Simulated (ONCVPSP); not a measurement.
**What one change does to a pseudopotential (hydrogen (H), ONCV)**

* Element: hydrogen (H)
* Generator: ONCVPSP 4.0.1
* Type: optimised norm-conserving Vanderbilt (ONCV)
* Functional: PW91
* Relativity: scalar-relativistic
* Frozen core: none
* Valence charge: 1
* Reference configuration: 1s1
* Partial waves: 1s: rc 1.20 bohr, ncon 4, nbas 7, qcut 4.3 1/bohr, 2 projectors, debl 0.5 Ha; p scattering state at 0.1 Ha: rc 1.10 bohr, ncon 5, nbas 8, qcut 8 1/bohr, 2 projectors, debl 3.4 Ha
* Local potential: polynomial inside 0.75 bohr (lpopt 4, dvloc0 6 Ha)
* Core correction: none

Change: all radii scaled by about 0.79 (s 0.94, p 0.88 bohr); local potential polynomial inside 0.60 bohr (lpopt 4, dvloc0 6 Ha).

Cutoffs: the cutoffs (Ha) at which the residual kinetic energy of the hardest occupied pseudo-wave falls to 1 and 0.1 mHa per electron; they do not see the model core or the augmentation charge, which bear on the density cutoff. Errors are all-electron minus pseudo energies relative to the spin-unpolarised reference configuration.

Question: What does the change do?

Answer: The potential gets harder (23 Ha and 73 Ha → 40 Ha and 119 Ha); neither file shows a bound ghost. A smaller radius makes the pseudo-wave follow the all-electron one further in, where it bends more sharply, so more plane waves are needed.

| quantity | base | changed |
| --- | --- | --- |
| cutoff, loose | 23 Ha | 40 Ha |
| cutoff, tight | 73 Ha | 119 Ha |
| bound ghosts | none | none |
| GHOST(+) flags under 300 eV | none | none |
| error for 1s0.5, meV [ΔE 4.79 eV] | +3.9 | +1.4 |
